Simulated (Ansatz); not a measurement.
Compare A (`C[O][SbH][SiH3]`) with its isomer B (`[SiH3]C[O][SbH2]`).

Gas-phase electronic energies from Ansatz, PBE0-D4/def2-TZVP geometries. CBS: MP2 limit from def2 TZ/QZ plus the TZ coupled-cluster correction, frozen cores. DFT in def2-TZVPP. B3LYP here is the variant with VWN-RPA as its local correlation; programs differ in this. Elements past krypton have def2 core potentials. For Sb outer-core shells are correlated without core-valence functions, which leaves a few kJ/mol of doubt a bond. Each species was taken in one conformer, which may not be the lowest.

A:

```xyz
11

C    -1.440    0.535   -1.684
O    -0.320    0.536   -0.836
Sb   -0.658    0.298    1.102
Si    1.818   -0.317    1.486
H    -1.910   -0.457   -1.746
H    -2.209    1.257   -1.374
H    -1.103    0.813   -2.686
H    -1.058   -1.377    1.006
H     2.278   -1.300    0.473
H     2.651    0.911    1.409
H     1.952   -0.899    2.850
```

B:

```xyz
11

Si   -1.199    0.789    0.818
C    -0.350   -0.873    0.502
O     0.287   -0.888   -0.766
Sb    2.111   -0.137   -0.902
H    -2.228    1.054   -0.220
H    -1.832    0.817    2.166
H    -0.167    1.863    0.749
H     0.344   -1.101    1.325
H    -1.093   -1.679    0.504
H     2.449   -1.058   -2.304
H     1.678    1.213   -1.872
```

Q: Which is lower in electronic energy at CCSD(T)/CBS, and by how much? (An estimate is asked.)

A: The calculation gave: A, by 12.1 kcal/mol.

Q: Give E(B) − E(A) in kcal/mol with CCSD(T)/def2-SVP, MP2/def2-TZVPP, ωB97M-V, CCSD/def2-TZVPP, CCSD(T)/def2-TZVPP, B2PLYP, B3LYP-D4. (Best estimate.)

A: The calculation gave: CCSD(T)/def2-SVP 11.0, MP2/def2-TZVPP 11.7, ωB97M-V 10.7, CCSD/def2-TZVPP 11.1, CCSD(T)/def2-TZVPP 11.0, B2PLYP 11.9, B3LYP-D4 11.7. None reverses the order clearly.

Q: Does the order hold for the free energy at 298.15 K (harmonic terms from PBE0-D4)? (Best estimate.)

A: The calculation gave: Yes: G(B) − G(A) = +10.7 kcal/mol, for one conformer each. Modes under 60 cm⁻¹, often nearly free rotors, make the harmonic entropy too high.

Largest T1 diagnostic: 0.014.

At CCSD(T), def2-SVP lies −1.1 kcal/mol from the extrapolated value and def2-TZVPP −1.1 kcal/mol. Leaving LDA and LC-ωPBE aside and taking each functional with its dispersion term where it has one, the values, not all of them listed here, spread over 2.6 kcal/mol, from B97M-V to HSE06-D4. LDA lies −1.6 kcal/mol from PBE without D4.
